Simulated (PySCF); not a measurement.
# Assigning NMR signals

Numbering as in the mapped SMILES `[CH2:1]=[CH:2][C@H:3]([CH3:4])[CH:5]1[CH2:6][CH2:7][CH2:8]1`. Each H is labelled by its parent atom. Ha(C1) is cis to C3; Ha(C6), Ha(C7), Ha(C8) are cis to C3 on the ring; Hb(C1) is trans to C3; Hb(C6), Hb(C7), Hb(C8) are trans to C3 on the ring.

PySCF calculation with structure optimised with PBE0-D3(BJ)/def2-SVP and σ from GIAO-PBE/pcSseg-1; relativity neglected, equivalent nuclei averaged, in vacuum, single conformer.

Referencing at the same level of theory: 13C (σref 180.03), 1H (σref 31.20) against TMS.

Task: Assign these signals to the numbered atoms. 13C{1H} NMR (computed): δ 151.3, 118.8, 55.3, 44.7, 31.3, 31.0, 19.9, 19.7.

Result: 
151.3 → C2, alkene CH: an sp2 carbon of a C=C bond
118.8 → C1, terminal =CH2 carbon: the olefinic region
55.3 → C3, allylic sp3 CH
44.7 → C5, sp3 CH in a ring: a saturated carbon with 3 carbon neighbours and no heteroatom attached
31.3 → C6, sp3 CH2 in a ring: saturated and bonded to C and H only
31.0 → C8, sp3 CH2 in a ring
19.9 → C7, sp3 CH2 in a ring
19.7 → C4, methyl carbon: saturated and bonded to C and H only

C6 and C8; C7 and C4 lie closer than the usual error of such a calculation, so a measured spectrum could show them in the other order.

Task: Assign these signals to the numbered atoms. 1H NMR (400 MHz, computed): δ 5.61 (m, 1H), 5.24 (m, 1H), 5.10 (m, 1H), 2.02 (m, 1H), 1.86 (m, 1H), 1.81 (m, 1H), 1.76 (m, 1H), 1.64 (m, 1H), 1.61 (m, 1H), 1.54 (m, 1H), 1.52 (m, 1H), 0.90 (d, 3H).

Result: 
| δ (ppm) | atoms | environment | reason |
| --- | --- | --- | --- |
| 5.61 | H(C2) | hydrogen on an alkene CH | olefinic region |
| 5.24 | Ha(C1) | hydrogen on a terminal =CH2 carbon | attached to an sp2 carbon and in the plane of the double bond |
| 5.10 | Hb(C1) | hydrogen on a terminal =CH2 carbon | – |
| 2.02 | Hb(C8) | hydrogen on an sp3 CH2 in a ring | – |
| 1.86 | Hb(C6) | hydrogen on an sp3 CH2 in a ring | far from electronegative atoms and π systems |
| 1.81 | H(C5) | hydrogen on an sp3 CH in a ring | – |
| 1.76 | Hb(C7) | hydrogen on an sp3 CH2 in a ring | far from electronegative atoms and π systems |
| 1.64 | Ha(C7) | hydrogen on an sp3 CH2 in a ring | – |
| 1.61 | H(C3) | hydrogen on an allylic sp3 CH | allylic position |
| 1.54 | Ha(C6) | hydrogen on an sp3 CH2 in a ring | far from electronegative atoms and π systems |
| 1.52 | Ha(C8) | hydrogen on an sp3 CH2 in a ring | – |
| 0.90 | H(C4) | hydrogen on a methyl carbon | – |

Hb(C6) and H(C5); H(C5) and Hb(C7); Hb(C7) and Ha(C7); Ha(C7) and H(C3); H(C3) and Ha(C6); Ha(C6) and Ha(C8) lie closer than the usual error of such a calculation, so a measured spectrum could show them in the other order.

Shifts are as computed. Against solution values, carbons near 30 ppm lie about +2 ppm off and those near 130 ppm about +2 ppm. Of 1211 compounds with measured shifts, 218 miss one by over three times the rms of a fit or turn the order of signals round; such compounds aren't used in these exercises. No couplings were computed; multiplicities are counted from neighbouring protons, with m where these are inequivalent, close in shift, in a saturated or five-membered ring or joined by F or P, and br s for small geminal =CH2 splittings.
